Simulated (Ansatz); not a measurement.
Reactions of CH3FO3W (`C[O][W](=[O])(=[O])[F]`).

Calculated with Ansatz (gas phase, PBE0-D4/def2-TZVP geometries, no zero-point term in ΔE). CBS: MP2 limit from def2 TZ/QZ plus the TZ coupled-cluster correction, frozen cores. DFT in def2-TZVPP. def2 core potentials past Kr. For Ga, Ge, Ti, W outer-core shells are correlated without core-valence functions, which leaves a few kJ/mol of doubt a bond. Scalar relativity is left out up to krypton. One conformer a species, not always the lowest.

```csv
reaction,ωB97X-V (kJ/mol),PBE0-D4 (kJ/mol),CCSD/CBS(def2) (kJ/mol)
`C[O][W](=[O])(=[O])[F]` + `C[NH][AlH][NH2]` → `C[N](C)[AlH][NH2]` + `[O]=[W](=[O])([OH])[F]`,-13,-15,-13
`C[O][W](=[O])(=[O])[F]` + `[CH3][Ge]([NH2])([F])[Cl]` → `[O]=[W](=[O])([F])[F]` + `C[O][Ge]([CH3])([NH2])[Cl]`,24,25,27
`C[O][W](=[O])(=[O])[F]` + `[SH][GaH2]` → `[CH3][GaH][SH]` + `[O]=[W](=[O])([OH])[F]`,-73,-78,-83
`C[O][W](=[O])(=[O])[F]` + `C[N](C)[Ti]([NH2])([NH2])[NH2]` → `C[O][W](=[O])(=[O])[N](C)C` + `[NH2][Ti]([NH2])([NH2])[F]`,-70,-69,-68
```

Q: Give the CCSD(T)/CBS values in the same order. (Estimate.)

A: Ansatz gave: -14, 26, -84, -65 kJ/mol.

Largest T1 diagnostic: 0.024, for `[NH2][Ti]([NH2])([NH2])[F]`.
